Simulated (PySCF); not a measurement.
**Electron correlation in Mg²⁺ (magnesium, charge +2)**

[Ne], closed-shell 1S. Computed with PySCF 2.14 in aug-cc-pCVQZ, with no relativity, point nucleus. Frozen: 1s2; 8 electrons correlated.

MP2 pair energies summed by pair of shells (mhartree):

```
 pair   energy  share (%)
2p-2p  -203.43       70.9
2s-2p   -72.80       25.4
2s-2s   -10.82        3.8
```

Total MP2 correlation energy: -287.05 mhartree.

Same-spin part -70.87 and opposite-spin part -216.18 mhartree; SCS-MP2 scales them by 1/3 and 6/5 to -283.04 mhartree.
